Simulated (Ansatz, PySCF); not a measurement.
Ga(Cl)(Br)(OH) (BrClGaHO), SMILES [OH][Ga]([Cl])[Br]. Atoms are numbered in the order given.

```xyz
5

Ga     0.3793     0.4216     0.0000
Cl    -0.9280     2.1095     0.0000
Br    -0.4383    -1.6800     0.0000
O      2.1289     0.6614     0.0000
H      2.3887     1.5900     0.0000
```
Charge 0, spin multiplicity 1.

The structure is a stationary point at PBE0-D3(BJ)/def2-SVP. The structure was generated by enumeration; whether it is a known compound was not checked. One conformer was computed; it need not be the lowest.

Two levels are set side by side: PBE-D3(BJ)/def2-SVP (Ansatz, an electronic-structure program) and PBE0-D3(BJ)/def2-SVP (Ansatz). Each level has its own optimised geometry; the coordinates shown are those of the second. Frequencies come from the Hessian of PySCF at each geometry. Differences are taken from unrounded values.

```json
[
 {"quantity": "mean bond length (Å)", "PBE0-D3(BJ)": "1.780", "PBE-D3(BJ)": "1.798", "PBE-D3(BJ) minus PBE0-D3(BJ)": "0.018"},
 {"quantity": "bond Ga1–Cl2 (Å)", "PBE0-D3(BJ)": "2.135", "PBE-D3(BJ)": "2.154", "PBE-D3(BJ) minus PBE0-D3(BJ)": "0.019"},
 {"quantity": "bond Ga1–Br3 (Å)", "PBE0-D3(BJ)": "2.255", "PBE-D3(BJ)": "2.274", "PBE-D3(BJ) minus PBE0-D3(BJ)": "0.019"},
 {"quantity": "bond Ga1–O4 (Å)", "PBE0-D3(BJ)": "1.766", "PBE-D3(BJ)": "1.788", "PBE-D3(BJ) minus PBE0-D3(BJ)": "0.022"},
 {"quantity": "bond O4–H5 (Å)", "PBE0-D3(BJ)": "0.964", "PBE-D3(BJ)": "0.977", "PBE-D3(BJ) minus PBE0-D3(BJ)": "0.013"},
 {"quantity": "highest harmonic wavenumber (cm⁻¹)", "PBE0-D3(BJ)": "3898", "PBE-D3(BJ)": "3714", "PBE-D3(BJ) minus PBE0-D3(BJ)": "-184"},
 {"quantity": "mean harmonic wavenumber (cm⁻¹)", "PBE0-D3(BJ)": "776", "PBE-D3(BJ)": "744", "PBE-D3(BJ) minus PBE0-D3(BJ)": "-31"},
 {"quantity": "zero-point energy (kcal/mol)", "PBE0-D3(BJ)": "9.98", "PBE-D3(BJ)": "9.58", "PBE-D3(BJ) minus PBE0-D3(BJ)": "-0.40"}
]
```

GGA bonds tend to be longer and softer than those of functionals with exact exchange. Differences between two approximate levels are no errors against the true value.
